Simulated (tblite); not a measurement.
C₄H₆BCl₂Ga.
Atom-mapped SMILES: `[CH:1]#[C:2]/[CH:3]=[CH:4]/[BH-:5]1[Cl+:6][GaH2-:7][Cl+:8]1` (hydrogens: H9 on C1; H10 on C3; H11 on C4; H12 on B5; H13, H14 on Ga7)
Bond orders are those of one Lewis drawing.

Computed with GFN2-xTB (tblite), gas phase: L-BFGS steps from a force-field or distance-geometry start until the largest atomic force falls under 0.01 eV/Å.

Step 59: E = -630.6875 eV
```
atom  x, y, z in Å  |  force x, y, z in eV/Å
C1      3.7189    1.1515   -0.8424   -0.161  -0.040   0.001
C2      2.6171    0.7888   -0.5216    0.122   0.120   0.017
C3      1.3458    0.4008   -0.0505    0.044  -0.054   0.016
C4      0.4774   -0.3427   -0.7442   -0.002   0.015  -0.047
B5     -0.9303   -0.8577   -0.2660   -0.029  -0.022  -0.014
Cl6    -1.1897   -0.6385    1.5928   -0.011   0.013   0.018
Ga7    -2.7447    0.9477    1.1733    0.019   0.064   0.004
Cl8    -2.3150    0.3250   -0.9508    0.008  -0.029   0.011
H9      4.6719    1.4623   -1.1561   -0.044  -0.035   0.002
H10     1.1263    0.7301    0.9619   -0.025  -0.004  -0.017
H11     0.7707   -0.6289   -1.7491    0.038  -0.009   0.009
H12    -1.2266   -1.9551   -0.5726    0.018  -0.019  -0.011
H13    -4.1353    0.5115    1.7215    0.055   0.028  -0.046
H14    -2.1871    2.3849    1.3818   -0.033  -0.030   0.057
```

Step 60: E = -630.6886 eV
```
atom  x, y, z in Å  |  force x, y, z in eV/Å
C1      3.7170    1.1493   -0.8447    0.086   0.040  -0.066
C2      2.6171    0.7922   -0.5221   -0.143   0.009   0.096
C3      1.3474    0.4008   -0.0502    0.012  -0.048  -0.003
C4      0.4791   -0.3427   -0.7441    0.000   0.009  -0.025
B5     -0.9290   -0.8565   -0.2664   -0.041  -0.018   0.004
Cl6    -1.1875   -0.6338    1.5947   -0.002   0.000   0.007
Ga7    -2.7443    0.9471    1.1746    0.016   0.045  -0.012
Cl8    -2.3102    0.3304   -0.9506    0.009  -0.033   0.011
H9      4.6701    1.4565   -1.1573    0.001  -0.014  -0.016
H10     1.1263    0.7308    0.9608   -0.025   0.002   0.005
H11     0.7725   -0.6296   -1.7479    0.045  -0.013  -0.016
H12    -1.2302   -1.9537   -0.5703    0.029  -0.007  -0.011
H13    -4.1334    0.5059    1.7152    0.030   0.019  -0.035
H14    -2.1955    2.3830    1.3863   -0.015   0.007   0.062
```

**Question.** Estimate the geometry and energy of step 61. (The exact step hangs on the optimiser's Hessian estimate; all steps are aligned on step 60, rigid shifts and turns removed.)

**Answer.** E = -630.6894 eV, largest force 0.231 eV/Å
```
atom  x, y, z in Å  |  force x, y, z in eV/Å
C1      3.7129    1.1532   -0.8440    0.161   0.064  -0.083
C2      2.6145    0.7950   -0.5199   -0.202  -0.030   0.108
C3      1.3464    0.3969   -0.0497   -0.006  -0.030  -0.005
C4      0.4784   -0.3450   -0.7460    0.009   0.007  -0.003
B5     -0.9296   -0.8599   -0.2677   -0.034  -0.014   0.003
Cl6    -1.1890   -0.6360    1.5941    0.002  -0.003  -0.002
Ga7    -2.7403    0.9507    1.1746    0.016   0.041  -0.018
Cl8    -2.3106    0.3267   -0.9512    0.007  -0.030   0.017
H9      4.6664    1.4628   -1.1540   -0.009  -0.014  -0.016
H10     1.1239    0.7249    0.9618   -0.025  -0.001   0.003
H11     0.7727   -0.6313   -1.7496    0.041  -0.008  -0.019
H12    -1.2288   -1.9576   -0.5718    0.023  -0.005  -0.007
H13    -4.1304    0.5133    1.7167    0.033   0.021  -0.036
H14    -2.1873    2.3859    1.3847   -0.016   0.001   0.059
```

The energy changes by -0.0009 eV. The first-order estimate −F·Δx gives -0.0010 eV and the mean of the old and new forces, exact on a quadratic surface, -0.0009 eV. The step makes an angle of 78° with the force vector and moves no atom by more than 0.009 Å.

The cost below is that of the whole relaxation. Time: 2.1 s of wall time. Hardware: an Arm Neoverse N1 with one thread, shared host with 64 logical CPUs at a one-minute load of 59.
